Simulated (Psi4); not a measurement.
singlet silylene (H2Si), singlet, at a GFN2-xTB geometry; Psi4 with DLPNO-MP2/6-311G**.

The Psi4 input:
```
memory 2 GB

molecule mol {
0 1
  Si   -0.006668   -0.002780    0.122759
  H     0.047787    1.131724   -0.834069
  H     0.045568   -1.092808   -0.884561
}

set basis 6-311g**
set reference rhf

energy('dlpno-mp2')
print_variables()
```

Output, abridged:

```
    SCF Algorithm Type (re)set to DF.

  A requested method does not make use of molecular symmetry: further calculations in C1 point group.

   => Loading Basis Set <=

    Name: 6-311G**
    Role: ORBITAL
    Keyword: BASIS

         ---------------------------------------------------------
                                   SCF
               by Justin Turney, Rob Parrish, Andy Simmonett
                          and Daniel G. A. Smith
                              RHF Reference
         ---------------------------------------------------------

  ==> Geometry <==

    Molecular point group: c1
    Full point group: Cs

    Geometry (in Angstrom), charge = 0, multiplicity = 1:

       Center              X                  Y                   Z               Mass
    ------------   -----------------  -----------------  -----------------  -----------------
         SI          -0.066097546575    -0.001494507717     0.000000000000    27.976926534650
         H            0.892275444918     1.133012303105     0.000000000000     1.007825032230
         H            0.942573011420    -1.091525208346     0.000000000000     1.007825032230

  Running in c1 symmetry.

  Rotational constants: A =      9.26414  B =      6.75678  C =      3.90713 [cm^-1]
  Rotational constants: A = 277731.98972  B = 202563.23315  C = 117132.72818 [MHz]
  Nuclear repulsion =   10.214761491770224

  Charge       = 0
  Multiplicity = 1
  Electrons    = 16
  Nalpha       = 8
  Nbeta        = 8

  ==> Algorithm <==

  SCF Algorithm Type is DF.
  DIIS enabled.
  MOM disabled.
  Fractional occupation disabled.
  Guess Type is SAD.
  Energy threshold   = 1.00e-08
  Density threshold  = 1.00e-08
  Integral threshold = 1.00e-12

  ==> Primary Basis <==

  Basis Set: 6-311G**
    Blend: 6-311G**
    Number of shells: 20
    Number of basis functions: 38
    Number of Cartesian functions: 39
    Spherical Harmonics?: true
    Max angular momentum: 2

   => Loading Basis Set <=

    Name: (6-311G** AUX)
    Role: JKFIT
    Keyword: DF_BASIS_SCF

  ==> Integral Setup <==

  SCF_SUBTYPE=INCORE selected. In-core MEM_DF algorithm will be used.
  Using in-core AOs.

  ==> MemDFJK: Density-Fitted J/K Matrices <==

    J tasked:                   Yes
    K tasked:                   Yes
    wK tasked:                   No
    Algorithm:                 Core
    Schwarz Cutoff:           1E-12
    Mask sparsity (%):       0.0000
    Fitting Condition:        1E-10

   => Auxiliary Basis Set <=

  Basis Set: (6-311G** AUX)
    Blend: CC-PVTZ-JKFIT
    Number of shells: 57
    Number of basis functions: 181
    Number of Cartesian functions: 215
    Spherical Harmonics?: true
    Max angular momentum: 4

  Minimum eigenvalue in the overlap matrix is 1.8511893507E-02.
  Reciprocal condition number of the overlap matrix is 4.2688206381E-03.
    Using symmetric orthogonalization.

  ==> Pre-Iterations <==

  SCF Guess: Superposition of Atomic Densities via on-the-fly atomic UHF (no occupation information).

   -------------------------
    Irrep   Nso     Nmo
   -------------------------
     A         38      38
   -------------------------
    Total      38      38
   -------------------------

  ==> Iterations <==

                           Total Energy        Delta E     RMS |[F,P]|

   @DF-RHF iter SAD:  -289.46928749086385   -2.89469e+02   0.00000e+00
   @DF-RHF iter   1:  -290.01297701157750   -5.43690e-01   4.18571e-03 ADIIS/DIIS
   @DF-RHF iter   2:  -290.02150282904779   -8.52582e-03   1.11941e-03 ADIIS/DIIS
   @DF-RHF iter   3:  -290.02217320788748   -6.70379e-04   2.50301e-04 ADIIS/DIIS
   @DF-RHF iter   4:  -290.02231782297434   -1.44615e-04   3.06355e-05 DIIS
   @DF-RHF iter   5:  -290.02232010792352   -2.28495e-06   5.04965e-06 DIIS
   @DF-RHF iter   6:  -290.02232017224230   -6.43188e-08   7.06753e-07 DIIS
   @DF-RHF iter   7:  -290.02232017338747   -1.14517e-09   7.91545e-08 DIIS
   @DF-RHF iter   8:  -290.02232017340333   -1.58593e-11   1.23401e-08 DIIS
[...]
  @DF-RHF Final Energy:  -290.02232017340316
    Total Energy =                       -290.0223201734031591
[...]
    @Boys  977   1.1371116171727568E+01   4.023748E-11
    @Boys  978   1.1371116172176141E+01   3.944843E-11
    @Boys  979   1.1371116172506643E+01   2.906503E-11
    @Boys  980   1.1371116173019413E+01   4.509410E-11
    @Boys  981   1.1371116173469655E+01   3.959528E-11
    @Boys  982   1.1371116173898374E+01   3.770240E-11
    @Boys  983   1.1371116174365714E+01   4.109886E-11
    @Boys  984   1.1371116174740720E+01   3.297888E-11
    @Boys  985   1.1371116175157937E+01   3.669090E-11
    @Boys  986   1.1371116175709606E+01   4.851493E-11
    @Boys  987   1.1371116176007799E+01   2.622376E-11
    @Boys  988   1.1371116176456450E+01   3.945531E-11
    @Boys  989   1.1371116176938710E+01   4.241093E-11
    @Boys  990   1.1371116177450055E+01   4.496882E-11
    @Boys  991   1.1371116177787293E+01   2.965740E-11
    @Boys  992   1.1371116178243975E+01   4.016156E-11
    @Boys  993   1.1371116178494313E+01   2.201529E-11
    @Boys  994   1.1371116178757877E+01   2.317832E-11
    @Boys  995   1.1371116179231322E+01   4.163578E-11
    @Boys  996   1.1371116179481758E+01   2.202388E-11
    @Boys  997   1.1371116179914821E+01   3.808451E-11
    @Boys  998   1.1371116180189508E+01   2.415655E-11
    @Boys  999   1.1371116180669874E+01   4.224440E-11
    @Boys 1000   1.1371116181041909E+01   3.271753E-11

    Boys Localizer failed.

  ==> Forming Local MO Domains <==

    Auxiliary BFs per Local MO:
      Average =  144 AUX BFs (1 atoms)
      Min     =  122 AUX BFs (1 atoms)
      Max     =  182 AUX BFs (3 atoms)

    Projected AOs per Local MO:
      Average =   38 PAOs (3 atoms)
      Min     =   38 PAOs (3 atoms)
      Max     =   38 PAOs (3 atoms)

    Local MOs per Local MO:
      Average =    8 LMOs
      Min     =    8 LMOs
      Max     =    8 LMOs

    Screened 0 of 64 LMO pairs (0.00 %)
             0 pairs met overlap criteria
             8 pairs met energy criteria

    Screened LMO pair energy =  0.000000000000

  ==> Merging LMO Domains into LMO Pair Domains <==

    Auxiliary BFs per Local MO pair:
      Average =  158 AUX BFs (2 atoms)
      Min     =  122 AUX BFs (1 atoms)
      Max     =  182 AUX BFs (3 atoms)

    Local MOs per Local MO pair:
      Average =    8 LMOs
      Min     =    8 LMOs
      Max     =    8 LMOs

    Projected AOs per Local MO pair:
      Average =   38 PAOs (3 atoms)
      Min     =   38 PAOs (3 atoms)
      Max     =   38 PAOs (3 atoms)

    Coefficient sparsity in AO -> LMO transform:   0.00 %
    Coefficient sparsity in AO -> PAO transform:   0.00 %
    Coefficient sparsity in combined transforms:   0.00 %

    Storing transformed LMO/PAO integrals in sparse format.

  ==> Transforming 3-Index Integrals to LMO/PAO basis <==

  ==> Forming Pair Natural Orbitals <==

    Natural Orbitals per Local MO pair:
      Avg:  21 NOs
      Min:   5 NOs
      Max:  30 NOs

    PNO truncation energy = -0.000001665144

  ==> Local MP2 <==

    E_CONVERGENCE = 1.00e-06
    R_CONVERGENCE = 1.00e-06

                     Corr. Energy    Delta E     Max R
  @LMP2 iter   0:  -0.207406231125 -2.074e-01  9.876e-03
  @LMP2 iter   1:  -0.211015501645 -3.609e-03  4.760e-03
  @LMP2 iter   2:  -0.211297057409 -2.816e-04  7.741e-04
  @LMP2 iter   3:  -0.211328654220 -3.160e-05  2.485e-04
  @LMP2 iter   4:  -0.211330729040 -2.075e-06  3.588e-05
  @LMP2 iter   5:  -0.211330863748 -1.347e-07  1.867e-05
  @LMP2 iter   6:  -0.211330875630 -1.188e-08  3.055e-06
  @LMP2 iter   7:  -0.211330877349 -1.719e-09  1.098e-06
  @LMP2 iter   8:  -0.211330877421 -7.134e-11  4.067e-07

  Total DLPNO-MP2 Correlation Energy:  -0.211332542564
    MP2 Correlation Energy:            -0.211330877421
    LMO Truncation Correction:          0.000000000000
    PNO Truncation Correction:         -0.000001665144

  Variable Map:
  ----------------------------------------------------------------------------
[...]
  Array Variable Map:
  ----------------------------------------------------------------------------
[...]
[...]
```
